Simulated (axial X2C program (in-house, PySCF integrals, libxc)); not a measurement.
Correcting the dissociation energy of IO⁺ for spin–orbit coupling

A spin-free PBE0 curve (one-electron X2C) was computed with an in-house relativistic program for diatomic molecules, basis I dyall-cv3z [11s12p8d4f1g], O dyall-av3z [7s6p3d2f] (cores contracted in-house), for the state M_S = 1, Λ = 0 (beyond evenly filled blocks: π+α, π-α). It gives D0 = 3.382 eV to I+ + O, which in a spin-free picture are the weighted means of the ground terms.

Measured levels of the ground terms (NIST Handbook of Basic Atomic Spectroscopic Data), in cm⁻¹: I+ 3P: J = 2 at 0, J = 0 at 6447.9, J = 1 at 7087; O 3P: J = 2 at 0, J = 1 at 158.3, J = 0 at 227.

The molecular state has Λ = 0, so it has no first-order lowering.

Task: How far does each ground level lie under the (2J+1)-weighted mean of its term?

Result: I+: (5 × 0 + 1 × 6447.9 + 3 × 7087)/9 = 3079 cm⁻¹; O: (5 × 0 + 3 × 158.3 + 1 × 227)/9 = 78 cm⁻¹.

Task: Correct D0.

Result: D0 = 3.382 + (0 − 3157)/8065.5 = 2.991 eV at PBE0 with these spin–orbit terms.

Second-order spin–orbit effects in the molecule, which grow quickly with Z, are left out. Occupations by symmetry block were frozen at the best pattern of an incomplete PBE0 search. Dissociation energies refer to the lowest single-determinant-based atoms at the same level and basis. Other states lie close and PBE0, whose exact exchange favours high spin, may order them wrongly; the determinant shown need not be the ground state. The nearest other spin-free determinant of the search, M_S = 0, Λ = 2, lies 0.88 eV up at the distance of the search.
